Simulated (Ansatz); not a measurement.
The cluster Ag2Cl. Total charge 0; doublet. Geometry PBE-D4/def2-TZVP.

```xyz
3

Ag    0.2223   -0.6451   -1.3697
Ag   -0.9033   -0.5579    1.1023
Cl    0.6809    1.2029    0.2674
```

In the def2 sets Ag takes a core potential; there is no spin–orbit coupling. The structure comes from a short search, and lower isomers may exist.

Estimate the α-spin orbital energies around the gap (eV) in Ansatz with LDA (SPW92)/def2-TZVP, PBE-D4/def2-SVP, PBE-D4/def2-TZVP, PBE-D4/def2-TZVPD, ωB97M-V/def2-TZVP.


```
orbital  LDA (SPW92)/def2-TZVP  PBE-D4/def2-SVP  PBE-D4/def2-TZVP  PBE-D4/def2-TZVPD  ωB97M-V/def2-TZVP
 HOMO−9                  -8.37            -8.11             -8.12              -8.15             -12.49
 HOMO−8                  -8.30            -8.03             -8.04              -8.07             -12.40
 HOMO−7                  -8.10            -7.84             -7.84              -7.87             -12.21
 HOMO−6                  -7.93            -7.68             -7.68              -7.71             -12.02
 HOMO−5                  -7.85            -7.61             -7.61              -7.64             -11.94
 HOMO−4                  -7.84            -7.58             -7.59              -7.62             -11.88
 HOMO−3                  -7.46            -7.15             -7.19              -7.22             -10.74
 HOMO−2                  -6.93            -6.60             -6.69              -6.73             -10.15
 HOMO−1                  -6.89            -6.59             -6.64              -6.67             -10.11
   HOMO                  -4.85            -4.49             -4.58              -4.61              -6.61
   LUMO                  -3.79            -3.43             -3.50              -3.52              -1.02
 LUMO+1                  -1.39            -1.12             -1.20              -1.22               0.75
 LUMO+2                  -1.37            -1.09             -1.19              -1.22               0.79
 LUMO+3                  -0.04             0.12              0.09              -0.10               1.94
 LUMO+4                   0.02             0.14              0.12               0.10               2.00
 LUMO+5                   0.68             0.81              0.75               0.73               2.41
 β HOMO                  -6.78            -6.49             -6.53              -6.56             -10.03
 β LUMO                  -4.45            -4.00             -4.08              -4.11              -1.50
```
